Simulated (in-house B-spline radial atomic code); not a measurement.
How G0W0 and RPA depend on the start: Ag

Configuration [Kr] 4d10 5s1, highest spin. Computed with an all-electron radial atomic-structure program (B-spline basis): all electrons, non-relativistic, point nucleus, each spin shell either full or empty, empty states to l = 9 with an (l + 1/2)⁻⁴ tail; G0W0 by contour deformation at full frequency.

Without relativity these are model numbers: it shifts the levels of so heavy an element strongly and can reorder them.

```csv
start,mean-field 5s up (eV),G0W0 (eV),QP weight,RPA correlation (Eh)
Hartree-Fock,-6.014,-6.999,0.955,-3.2786
LDA VWN5,-4.554,-7.433,0.830,-3.6146
PBE,-4.311,-7.285,0.771,-3.6068
PBE0,-4.871,?,?,?
r2SCAN,-4.526,-7.411,0.898,-3.5481
HSE06,-4.558,?,?,?
B3LYP (VWN-RPA),-4.852,-7.378,0.881,-3.5345
SCAN,-4.617,-7.414,0.881,-3.5495
TPSS,-4.199,-7.234,0.750,-3.5898
BHandHLYP,-5.374,-7.263,0.926,-3.4309
CAM-B3LYP,-5.954,-7.400,0.937,-3.4878
LC-wPBE,-6.774,-7.336,0.954,-3.4761
wB97X,-6.486,-7.332,0.951,-3.4637
PBEsol,-4.352,-7.335,0.789,-3.6096
BLYP,-4.256,-7.328,0.763,-3.6107
r2SCAN0,-5.073,-7.325,0.920,-3.4753
LDA exchange-only,-3.852,-7.216,0.616,-3.614
```

(1) What G0W0 level, weight and RPA correlation energy follow from the PBE0 start?

(2) What G0W0 level, weight and RPA correlation energy follow from the HSE06 start?

(3) How much of the dependence on the start does G0W0 remove?

Answers

(1) G0W0 level -7.304 eV, weight 0.887, RPA correlation -3.513 hartree.

(2) G0W0 level -7.273 eV, weight 0.844, RPA correlation -3.5239 hartree.

(3) The mean-field levels span 2.92 eV and the G0W0 levels 0.434 eV. Against 7.576 eV (NIST, measured) the G0W0 removal energies are off by -0.58 to -0.14 eV, with relativity, Breit and QED terms left out.
